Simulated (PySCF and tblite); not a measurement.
Results of a calculation; reference values are marked as such.
C8H12, numbered as in [CH3:1]\[CH:2]=[CH:3]/[CH:4]=[CH:5]\[CH:6]=[CH:7]/[CH3:8]: conformational analysis

Free energies: BHandHLYP-D3(BJ)/pcSseg-1 (IEF-PCM, benzene) on GFN2-xTB structures plus GFN2-xTB thermal terms, symmetry and mirror images included. Conformers within 2.5 kcal/mol (GFN2-xTB free energy) were kept, 7 at most. GIAO shieldings: BHandHLYP/pcSseg-1 (IEF-PCM, benzene). Shifts are against TMS (¹H), TMS (¹³C) at the same level. (PySCF 2.14, tblite 0.8.)

Torsions listed: C2–C3–C4–C5, C4–C5–C6–C7. Of a mirror pair one member is shown.

```csv
conformer,shape,symmetry,E(GFN2) kcal/mol,E(DFT) kcal/mol,G(298.15 K) kcal/mol,weight %,dipole D
1,"180°, 180°",C2v,0.00,0.00,0.00,97.1,0.23
2,"171°, -52°",C1 (pair),2.12,2.53,2.09,2.9,0.65
```

Weights (%) against temperature:

| T (K) | 1 | 2 | S(mix) cal/mol/K |
| --- | --- | --- | --- |
| 250 | 98.8 | 1.2 | 0.14 |
| 298.15 | 97.1 | 2.9 | 0.30 |
| 350 | 94.4 | 5.6 | 0.51 |

Averaged shifts at 298.15 K. ¹H: 6.69 (H3/H6, 2H), 6.55 (H4/H5, 2H), 5.83 (H2/H7, 2H), 1.99 (H1/H8, 6H) ppm. ¹³C: 139.1 (C2/C7), 131.5 (C4/C5), 131.1 (C3/C6), 16.2 (C1/C8) ppm.

Coordinates of conformer 1 (Å):

```xyz
20

C     3.769   -0.538   -0.146
C     2.881    0.643    0.058
C     1.544    0.671    0.077
C     0.666   -0.454   -0.099
C    -0.682   -0.435   -0.080
C    -1.521    0.716    0.120
C    -2.859    0.726    0.137
C    -3.785   -0.428   -0.043
H     4.407   -0.374   -1.015
H     4.422   -0.662    0.718
H     3.212   -1.458   -0.295
H     3.415    1.574    0.206
H     1.069    1.629    0.240
H     1.143   -1.411   -0.262
H    -1.191   -1.377   -0.230
H    -1.014    1.659    0.270
H    -3.361    1.672    0.300
H    -4.438   -0.247   -0.897
H    -4.422   -0.530    0.837
H    -3.260   -1.364   -0.200
```

Coordinates of conformer 2 (Å):

```xyz
20

C    -2.908   -0.252    1.310
C    -1.798   -1.023    0.678
C    -0.807   -0.544   -0.077
C    -0.631    0.827   -0.495
C     0.460    1.299   -1.114
C     1.692    0.576   -1.395
C     2.441   -0.110   -0.534
C     2.204   -0.254    0.931
H    -2.893   -0.402    2.390
H    -3.868   -0.617    0.944
H    -2.837    0.812    1.109
H    -1.822   -2.086    0.884
H    -0.058   -1.232   -0.446
H    -1.466    1.499   -0.347
H     0.444    2.317   -1.490
H     2.040    0.675   -2.418
H     3.346   -0.582   -0.895
H     1.366    0.356    1.259
H     1.998   -1.294    1.186
H     3.099    0.045    1.477
```

Shifts are unscaled: against experiment ¹³C can be off by 15 ppm or more and ¹H by 0.8 ppm.
